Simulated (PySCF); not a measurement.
# Static response to an electric field

C₇H₇FO.
SMILES with atom numbers: `[OH:1][CH2:2][c:3]1[cH:4][cH:5][c:6]([F:7])[cH:8][cH:9]1` (hydrogens: H10 on O1; H11, H12 on C2; H13 on C4; H14 on C5; H15 on C8; H16 on C9)

Structure used (PBE0-D3(BJ)/def2-SVP), in Å, numbered top down from 1:
```
atom  x, y, z in Å
O1    -2.721   -0.693    0.627
C2    -2.054   -0.062   -0.429
C3    -0.557    0.008   -0.244
C4     0.107   -0.983    0.486
C5     1.489   -0.950    0.649
C6     2.209    0.087    0.068
F7     3.532    0.129    0.220
C8     1.579    1.087   -0.663
C9     0.195    1.042   -0.809
H10   -2.529   -0.200    1.432
H11   -2.286   -0.656   -1.330
H12   -2.444    0.957   -0.623
H13   -0.481   -1.788    0.936
H14    2.019   -1.717    1.218
H15    2.177    1.890   -1.097
H16   -0.309    1.832   -1.373
```

Level: CAM-B3LYP/def2-SVPD (PySCF), static field, nuclei fixed, core orbitals frozen in the response. The polarisability tensor in these axes (au):

```
x   106.84   3.38   3.18
y     3.38  79.77 -16.60
z     3.18 -16.60  67.66
```

Q: Diagonalise the tensor; give its mean and Δα, where Δα² is half the sum of the squared differences of the eigenvalues.

A: Principal values 55.64, 91.32 and 107.30 au; mean 84.75 au = 12.56 Å³ = 13.97 × 10⁻⁴⁰ C²·m²/J; Δα = 45.81 au (54 % of the mean).

Q: What is the dipole moment, and where does it point?

A: (-0.67, 1.16, -0.04) D, 1.34 D in size, pointing from the negative to the positive side. Measured along this direction, the outermost atoms are H14 at the negative end and H12 at the positive end.

Q: Find the Langevin capture rate constant for NO+ (29.998 u) meeting this molecule (126.048 u), k = 2.342 × 10⁻⁹ cm³/s × √(α in Å³ / reduced mass in u).

A: The reduced mass is 24.23 u, so k = 1.69 × 10⁻⁹ cm³/s. The formula leaves out the permanent dipole, which adds to the capture rate.

Q: Traceless (Buckingham) quadrupole moment about the centre of nuclear charge: eigenvalues?

A: -14.04, 3.66, 10.38 D·Å. The values depend on the origin, since the dipole doesn't vanish. The electronic extent ⟨r²⟩ about the same centre is 1346 bohr², a root-mean-square distance of 2.39 Å for the 66 electrons.

Q: Orientational against electronic polarisability at 500 K (dilute gas, rigid molecules)?

A: In Gaussian units μ²/3kT = 8.72 Å³ against 12.56 Å³, a ratio of 0.69; the Debye molar polarisation (4π/3)N_A(α + μ²/3kT) is 53.7 cm³/mol, leaving out the vibrational part.

Isolated species at its PBE0-D3(BJ)/def2-SVP geometry (one conformer only).

The run behind these numbers computed excited states and ΔSCF ions as well. Time: 3.3 min wall (with the writing of density and orbital grids); peak memory 1.3 GiB. Hardware: one thread of an Arm Neoverse V1, shared host.
